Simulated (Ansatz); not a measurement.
Ideal-gas functions of CH3FOSeSi, SMILES `FC1O[SiH2][Se]1` at 800 K and 1 bar, from an Ansatz frequency run at PBE0-D4/def2-TZVP.

Molar mass 157.08 g/mol, point group C1 (symmetry number 1), electronic degeneracy 1, moments of inertia 156.74, 185.369, 315.957 u Å². Harmonic wavenumbers (cm⁻¹, unscaled): 107, 273, 370, 420, 530, 550, 647, 681, 803, 848, 992, 1088, 1133, 1254, 1370, 2242, 2252, 3111.

Use S(trans) = R[1.5 ln M + 2.5 ln T − 1.1517]; rotational temperatures θ = 24.2544 K / I; S(rot) = R[ln(√π/σ · √(T³/θAθBθC)) + 1.5]; for each mode x = 1.438777 ν̃/T, S = R[x/(eˣ − 1) − ln(1 − e⁻ˣ)] and H = RT x/(eˣ − 1); 1 cm⁻¹ = 0.0119627 kJ/mol; R = 8.31446 J/(mol·K).

**Question.** By hand: the entropy, in J/(mol·K).

**Answer.** Translation 192.4. Rotation: θ = 0.1547, 0.1308, 0.0768 K, giving 127.5. Vibration, mode by mode: 22.03, 14.31, 11.85, 10.84, 9.02, 8.74, 7.51, 7.13, 5.95, 5.57, 4.52, 3.94, 3.70, 3.12, 2.65, 0.75, 0.74, 0.20, in all 122.6. Electronic 0.0. Sum 442.5 J/(mol·K).

**Question.** By hand: H − E and G − E in kJ/mol, counted from the electronic energy.

**Answer.** Zero-point energy ½ × 18671 × 0.0119627 = 111.7; thermal vibration 51.8; translation, rotation and pV give 4 RT = 26.6. H − E = 190.1 kJ/mol, and G − E = 190.1 − 800 × 442.5/1000 = -163.9 kJ/mol.

Vibration gives 28 % of the entropy, 22.0 J/(mol·K) of it from the mode under 150 cm⁻¹: soft modes count most, and the harmonic formula is weakest for them. The sum counts one conformer and one mirror image; others add a mixing term.
